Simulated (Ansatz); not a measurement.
`C[O][AlH][F]` + HCl → `C[O][AlH][Cl]` + H–F at 500 K and 1 bar (ligand exchange at the Al–F bond).

Isolated molecules relaxed with PBE0-D4/def2-TZVP in Ansatz; ΔE leaves out vibrations. CCSD(T)/CBS is the MP2 limit (def2-TZVPP, def2-QZVPP) plus CCSD(T) − MP2 in def2-TZVPP, frozen cores. This one scheme is used for every species. Each species was taken in one conformer, which may not be the lowest.

```
        species  CCSD(T)/CBS energy (Eh)  H − E (kJ/mol)  S (J/(mol·K))
 `C[O][AlH][F]`               -457.55503           173.0          373.2
            HCl               -460.38127            32.5          201.9
`C[O][AlH][Cl]`               -817.53357           171.8          383.8
            H–F               -100.39570            39.4          188.7
```

H − E and S are ideal-gas, rigid-rotor, harmonic terms from PBE0-D4/def2-TZVP, for one conformer and one mirror image of each species. 1 Eh = 2625.50 kJ/mol, R = 8.31446 J/(mol·K).

Task: By hand: ΔE, ΔH, ΔS and ΔG.

Result: ΔE = (-817.53357) + (-100.39570) − (-457.55503) − (-460.38127) = 0.00703 Eh = 18.5 kJ/mol. Δ(H − E) = 171.8 + 39.4 − 173.0 − 32.5 = 5.7, so ΔH = 24.2 kJ/mol. ΔS = 383.8 + 188.7 − 373.2 − 201.9 = -2.6 J/(mol·K). ΔG = 24.2 − 500 × (-2.6)/1000 = 25.5 kJ/mol.

Task: By hand: the equilibrium constant, and the temperature at which ΔG would vanish if ΔH and ΔS stayed fixed.

Result: log₁₀ K = −ΔG/(RT ln 10) = -2.7. ΔH and −TΔS have one sign here, so there is no such temperature.

The number of gas molecules stays the same, so ΔS is small and ΔH decides. A doubt of 5 kJ/mol in ΔE shifts log₁₀ K by 0.5 here. Other conformers and mirror images would add mixing entropy, several J/(mol·K) or more a flexible species. These are equilibria of isolated gas molecules and say nothing of rates. Largest T1 diagnostic: 0.013 (customary marks: 0.02 for closed shells, 0.045 for open ones).

ΔS is within the doubt of such terms, so its sign, and with it that verdict, could turn.
